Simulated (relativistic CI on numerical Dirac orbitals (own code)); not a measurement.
Cr⁴⁺: L-alpha,beta X-ray emission

Computed with this model: Dirac-Coulomb-Breit CI, separate exchange-only KLI orbitals for each configuration, model QED, valence Slater integrals scaled by 0.7, multiplet model of X-ray emission after core ionisation; configurations [Ar] 3d2 → [He] 2s2 2p5 3s2 3p6 3d2 → [Ar] 3d; 300 K; Lorentzian 0.84 eV and Gaussian 0.5 eV FWHM. Energies are those of the free ion, without screening or charge transfer. S is read from ⟨S²⟩ = S(S + 1).

Field parameters in Wybourne normalisation: D4h B²₀ = −7Ds, B⁴₀ = 21(Dq − Dt), B⁴₄ = 21√(5/14) Dq. The field is a parameter set, without covalency.

free ion: ground-state S = 1.00, centroid 593.80 eV. Peaks (eV, height): 584.6 (7), 587.9 (19), 588.8 (18), 593.3 (55), 596.5 (100).

D4h, 10Dq = 31350, Ds = -1500, Dt = -10 cm⁻¹: ground-state S = 1.00, centroid 590.41 eV. Peaks (eV, height): 583.9 (22), 585.1 (20), 587.7 (44), 590.1 (24), 592.4 (100), 596.1 (8).

D4h, 10Dq = 31350, Ds = -600, Dt = -10 cm⁻¹: ground-state S = 1.00, centroid 590.61 eV. Peaks (eV, height): 584.0 (22), 585.1 (16), 587.9 (39), 590.2 (24), 592.2 (100), 596.3 (8), 597.9 (7).

D4h, 10Dq = 31350, Ds = 1200, Dt = -10 cm⁻¹: ground-state S = 1.00, centroid 590.33 eV. Peaks (eV, height): 583.9 (19), 585.5 (20), 587.9 (45), 590.1 (27), 592.1 (100), 597.9 (7).

D4h, 10Dq = 31350, Ds = 2100, Dt = -10 cm⁻¹: ground-state S = 1.00, centroid 590.07 eV. Peaks (eV, height): 583.5 (24), 585.4 (23), 587.5 (50), 591.9 (100), 597.9 (8).

D4h, 10Dq = 31350, Ds = 3000, Dt = -10 cm⁻¹: ground-state S = 1.00, centroid 590.13 eV. Peaks (eV, height): 583.4 (25), 585.4 (18), 587.1 (25), 588.4 (20), 591.8 (100), 595.9 (8), 597.9 (6).

Strongest unbroadened transitions for D4h, 10Dq = 31350, Ds = -1500, Dt = -10 cm⁻¹:

```csv
Energy (eV),Relative strength
584.48,7.6
585.13,7.6
587.27,9.1
587.29,7.5
587.58,38.9
588.02,16.9
588.33,18.0
591.64,21.2
591.90,9.4
591.97,18.3
592.02,35.0
592.22,43.8
592.37,8.1
592.55,21.2
592.64,24.5
592.69,40.5
593.22,100.0
594.30,7.6
```
